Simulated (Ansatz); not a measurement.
C3H11InO, SMILES `[CH3][In-]([CH3])([CH3])[OH2+]`, relaxed with RKS PBE-D4/def2-SVP in Ansatz from a rough embedded geometry. The force threshold is 0.03 eV/Å; the program also tests the step.

Total charge 0; spin multiplicity 1. In: def2 effective core potential.

Start:

```xyz
16

C    -1.651    1.118   -0.197
In    0.136    0.016    0.167
C     1.434    0.243   -1.547
C    -0.314   -2.090    0.374
O     1.050    0.697    1.803
H    -1.811    1.942    0.617
H    -1.623    1.663   -1.183
H    -2.550    0.489   -0.189
H     2.271    1.030   -1.315
H     0.893    0.570   -2.430
H     1.965   -0.724   -1.759
H    -0.346   -2.328    1.511
H     0.353   -2.697   -0.057
H    -1.366   -2.281    0.026
H     1.174    1.663    1.655
H     0.384    0.690    2.524
```

```csv
step,energy (eV),largest force (eV/Å),largest move (Å)
1,-10498.5107,5.690,0.000
2,-10499.8446,1.531,0.195
3,-10500.1462,0.667,0.194
4,-10500.1920,0.407,0.187
5,-10500.2269,0.151,0.092
6,-10500.2328,0.165,0.153
7 (rejected),-10500.2321,0.570,0.143
8,-10500.2353,0.039,0.071
9,-10500.2365,0.049,0.070
10 (rejected),-10500.2329,0.517,0.147
11,-10500.2368,0.248,0.072
13 (rejected),-10500.2381,0.477,0.110
15,-10500.2430,0.109,0.056
17,-10500.2455,0.416,0.105
19,-10500.2500,0.140,0.085
21,-10500.2525,0.070,0.060
23,-10500.2535,0.211,0.087
25,-10500.2563,0.027,0.045
27,-10500.2584,0.047,0.011
29 (rejected),-10500.2543,0.321,0.181
31 (rejected),-10500.2606,0.137,0.098
32,-10500.2615,0.025,0.048
```

End:

```xyz
16

C    -1.812    1.230   -0.039
In   -0.173   -0.235   -0.241
C     1.529    0.336   -1.524
C    -0.449   -2.305    0.418
O     1.006    0.685    1.741
H    -1.920    1.578    1.012
H    -1.643    2.117   -0.684
H    -2.782    0.772   -0.325
H     1.741    1.424   -1.469
H     1.291    0.103   -2.583
H     2.451   -0.225   -1.263
H    -0.715   -2.328    1.494
H     0.471   -2.903    0.266
H    -1.276   -2.783   -0.147
H     1.814    1.072    1.351
H     0.466    1.460    1.992
```

Run time 44 s (4 threads of an Arm Neoverse V2 on a shared host); peak host memory 0.2 GiB.
